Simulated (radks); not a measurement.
Results of a calculation; reference values are marked as such.
The nuclear charge of the nickel ion Ni2+ is varied continuously with 26 electrons held in [Ar] 3d8. Code: a radial shooting solver on a logarithmic mesh with Libxc functionals. Model: scalar-relativistic Kohn-Sham, PBE, spin-polarised, spherical densities, finite nucleus; open shells are filled with parallel spins first; Fermi nuclear charge, rms radius 3.7757 fm. By the Hellmann-Feynman theorem dE/dZ = E(electron-nucleus)/Z, the electronic potential at the nucleus (averaged over a nucleus of fixed radius). The scalar-relativistic energy here is not variational (the density holds large components alone), so the two differ by a part that grows with Z.

| Z | E (hartree) | E(electron-nucleus)/Z (hartree) | HOMO | e(HOMO) (eV) | <r> HOMO (bohr) |
|---|---|---|---|---|---|
| 27.5 | -1455.49472 | -126.537 | 3d | -18.632 | 1.062 |
| 27.75 | -1487.35015 | -128.067 | 3d | -22.787 | 1.019 |
| 28 | -1519.58877 | -129.595 | 3d | -27.228 | 0.9817 |
| 28.25 | -1552.21012 | -131.121 | 3d | -31.944 | 0.9480 |
| 28.5 | -1585.21384 | -132.646 | 3d | -36.924 | 0.9174 |
| 28.75 | -1618.59966 | -134.170 | 3d | -42.159 | 0.8895 |
| 29 | -1652.36738 | -135.693 | 3d | -47.643 | 0.8639 |

The central difference of E at Z = 28 is -129.720 hartree, to compare with the third column; the second derivative is -6.12 hartree.
